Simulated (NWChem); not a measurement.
System: BiH$_{2}$O$_{2}$F; SMILES [OH][Bi]([OH])[F]

Input file for NWChem:

```
start job
memory heap 200 mb stack 900 mb global 1100 mb
geometry units angstroms noautoz
  Bi    -0.024348    -0.094460    -0.247400
  F      0.143489     1.919184     0.039027
  O     -1.617732    -0.411714     1.035057
  H     -1.384002    -0.207145     1.950909
  O      1.499094    -0.439372     1.118910
  H      1.744611     0.406422     1.521172
end
basis spherical
  * library def2-svp
end
ecp
  Bi library def2-ecp
end
dft
  xc xwpbe 1.00 cpbe96 1.0 hfexch 1.00
  cam 0.1 cam_alpha 0.0 cam_beta 1.0
  iterations 150
  vectors input atomic output neutral.movecs
end
task dft energy
charge 1
dft
  odft
  mult 2
  vectors input atomic output cation.movecs
end
task dft energy
```

NWChem printed, in part:

```
             Northwest Computational Chemistry Package (NWChem) 7.3.0
             --------------------------------------------------------

 C1  symmetry detected

                             Geometry "geometry" -> ""
                             -------------------------

 Output coordinates in angstroms (scale by  1.889725989 to convert to a.u.)

  No.       Tag          Charge          X              Y              Z
 ---- ---------------- ---------- -------------- -------------- --------------
    1 Bi                  83.0000    -0.00185190    -0.05234337    -0.27461173
    2 F                    9.0000    -1.27064829     1.26226651     0.63474432
    3 O                    8.0000    -0.32142142    -1.65201652     0.99941330
    4 H                    1.0000    -0.03187981    -1.45310530     1.90044774
    5 O                    8.0000     1.61426458     0.77741687     0.72853745
    6 H                    1.0000     1.27867719     1.43400358     1.35602116

 Effective nuclear repulsion energy (a.u.)     617.9813286308

 Summary of "ao basis" -> "ao basis" (spherical)
 ------------------------------------------------------------------------------
       Tag                 Description            Shells   Functions and Types
 ---------------- ------------------------------  ------  ---------------------
 Bi                         def2-svp                10       26   4s4p2d
 F                          def2-svp                 6       14   3s2p1d
 O                          def2-svp                 6       14   3s2p1d
 H                          def2-svp                 3        5   2s1p

            General Information
            -------------------
          SCF calculation type: DFT
          Wavefunction type:  closed shell.
          No. of atoms     :     6
          No. of electrons :    50
           Alpha electrons :    25
            Beta electrons :    25
          Charge           :     0
          Spin multiplicity:     1
          Use of symmetry is: off; symmetry adaption is: off
          Maximum number of iterations: 150
          AO basis - number of functions:    78
                     number of shells:    34
          Convergence on energy requested:  1.00D-06
          Convergence on density requested:  1.00D-05
          Convergence on gradient requested:  5.00D-04

              XC Information
              --------------
                     Hartree-Fock (Exact) Exchange  1.000
                     LC-wPBE(h)Exchange Functional  1.000
            Perdew 1991 LDA Correlation Functional  1.000 local
           PerdewBurkeErnz. Correlation Functional  1.000 non-local

           Range-Separation Parameters
           ---------------------------
           Alpha           :  0.00
           Beta            :  1.00
           Gamma           :  0.10
           Short-Range HF  :     F

             Grid Information
             ----------------
          Grid used for XC integration:  medium
          Radial quadrature: Mura-Knowles
          Angular quadrature: Lebedev.
          Tag              B.-S. Rad. Rad. Pts. Rad. Cut. Ang. Pts.
          ---              ---------- --------- --------- ---------
          Bi                  1.60      123           9.0       590
          F                   0.50       49           9.0       434
          O                   0.60       49          10.0       434
          H                   0.35       45          10.0       434
          Grid pruning is: on
          Number of quadrature shells:   360
          Spatial weights used:  Erf1

      Superposition of Atomic Density Guess
      -------------------------------------

 Sum of atomic energies:        -495.09238975

      Non-variational initial energy
      ------------------------------

 Total energy =    -463.352417
 1-e energy   =   -1133.914048
 2-e energy   =     462.432995
 HOMO         =      -0.376441
 LUMO         =      -0.007127

   convergence    iter        energy       DeltaE   RMS-Dens  Diis-err
 ---------------- ----- ----------------- --------- --------- ---------
 d= 0,ls=0.0,diis     1   -465.5519565689 -6.74D+02  3.23D-02  1.59D+00
 d= 0,ls=0.0,diis     2   -465.1249117957  4.27D-01  1.76D-02  6.33D+00
 d= 0,ls=0.0,diis     3   -465.7538050935 -6.29D-01  1.30D-03  1.25D-02
 d= 0,ls=0.0,diis     4   -465.7539809840 -1.76D-04  9.04D-04  1.05D-02
 d= 0,ls=0.0,diis     5   -465.7547237188 -7.43D-04  3.28D-04  2.38D-03
  Resetting Diis
 d= 0,ls=0.0,diis     6   -465.7549554386 -2.32D-04  4.76D-05  1.01D-05
 d= 0,ls=0.0,diis     7   -465.7549555806 -1.42D-07  6.76D-05  1.13D-05
 d= 0,ls=0.0,diis     8   -465.7549514934  4.09D-06  4.60D-05  5.47D-05
 d= 0,ls=0.0,diis     9   -465.7549566861 -5.19D-06  2.15D-06  3.50D-08
 d= 0,ls=0.0,diis    10   -465.7549566888 -2.72D-09  1.18D-06  1.89D-08

         Total DFT energy =     -465.754956688819
      One electron energy =    -1136.665677598389
           Coulomb energy =      508.189189080260
    Exchange-Corr. energy =      -45.407103686652
 Nuclear repulsion energy =      208.128635515962

 Numeric. integr. density =       49.999982136176

                       DFT Final Molecular Orbital Analysis
                       ------------------------------------

 Vector   23  Occ=2.000000D+00  E=-3.204502D-01
              MO Center=  6.7D-01,  7.2D-01,  5.4D-01, r^2= 3.0D+00
   Bfn.  Coefficient  Atom+Function         Bfn.  Coefficient  Atom+Function
  ----- ------------  ---------------      ----- ------------  ---------------
    63      0.481515  5 O  px                66      0.367146  5 O  px
    30     -0.259589  2 F  px                32     -0.211928  2 F  pz
    33      0.187126  2 F  px                13     -0.175409  1 Bi pz
    35      0.151822  2 F  pz                 3      0.135595  1 Bi s
     4      0.128915  1 Bi s                 11     -0.121203  1 Bi px

[...]
```

Level: LC-wPBE (HJS exchange hole, range parameter 0.1 per bohr)/def2-SVP with def2 effective core potentials on Bi, vertical spin-unrestricted ions. Geometry: optimised at PBE0/def2-SVP. def2 effective core potentials on Bi; no spin-orbit coupling.
